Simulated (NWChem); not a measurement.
Species: hexachlorodisilane (Si2Cl6); SMILES Cl[Si](Cl)([Si](Cl)(Cl)Cl)Cl

```xyz
8

Cl     1.3424    -1.3876     1.8529
Si     0.0000     0.0000     1.1668
Cl     0.5305     1.8563     1.8529
Cl    -1.8729    -0.4687     1.8529
Si     0.0000     0.0000    -1.1668
Cl     1.8710     0.4760    -1.8529
Cl    -0.5233    -1.8584    -1.8529
Cl    -1.3477     1.3824    -1.8529
```
Atoms are numbered in this order, from 1.

Program: NWChem. Pople sets run with spherical d functions. All runs use the structure optimised with PBE0/def2-SVP. Vzz is the largest principal value of the second derivative of the potential at the nucleus (NWChem prints the opposite sign); η is the asymmetry. Non-relativistic.

```csv
level,Vzz Cl8 (a.u.),η Cl8
PBE/def2-TZVP,2.172,0.04
PBE/def2-SVP,2.023,0.02
Hartree-Fock/def2-SVP,2.059,0.01
Hartree-Fock/6-31G*,…,0.03
```

Q: Fill in the missing entries.

A: 
- Hartree-Fock/6-31G*, Vzz Cl8 (a.u.): 2.201
